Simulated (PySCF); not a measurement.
```xyz
5
charge 0 multiplicity 5, angstrom
Os   -0.0039    0.0034   -0.0094
H     0.5022    1.5449    0.3887
H     0.2390   -1.5655    0.4720
H     1.5519   -0.1834    0.5185
H    -1.5592   -0.4464    0.4159
```

Level of theory: UPBE0 in PySCF with Os def2-TZVP with ECP60, H def2-TZVP; scalar-relativistic core potentials, no spin–orbit coupling; density-fitted integrals.

This geometry of OsH₄ is a stationary point at this level.

Task: What is the point group?

Result: C1.

Task: Is it a minimum?

Result: Yes: all harmonic wavenumbers are real, though the softest, 37 cm⁻¹, leaves little margin.

Task: List the harmonic modes with their infrared intensities.

Result: 
| symmetry | ω (cm⁻¹) | IR (km/mol) |
| --- | --- | --- |
| a | 37 | 14.2 |
| a | 459 | 23.5 |
| a | 766 | 4.7 |
| a | 799 | 37.3 |
| a | 831 | 16.0 |
| a | 1886 | 250 |
| a | 1912 | 144 |
| a | 2072 | 1.3 |
| a | 2089 | 39.3 |

Task: Give the ideal-gas entropy at 298.15 K and 1 bar by parts.

Result: translation 174.7, rotation 73.0, vibration 28.5, spin 13.4; total 289.6 J/(mol K).

Other isomers or separated fragments may lie lower. Other spin states or occupations of the open shell can lie lower. At this level a singlet minimum of Td symmetry lies 194 kJ/mol below this structure. Spin–orbit coupling, left out here, can matter for elements this heavy.
